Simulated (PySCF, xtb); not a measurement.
Cd(H)(OH) (CdH2O), SMILES [OH][CdH].

GFN2-xTB in xtb at its own geometry gives an orbital gap of 4.76 eV and a dipole moment of 3.28 D.

Coordinates come from a PBE0-D3(BJ)/def2-TZVP optimisation. The def2 effective core potentials stand for the cores of Cd; spin–orbit coupling is left out.

What does PBE/def2-TZVPD in PySCF give? (The exact figures need the calculation; the answer reports its results.)

gap 4.82 eV (levels -6.33 and -1.50 eV), dipole 1.62 D.
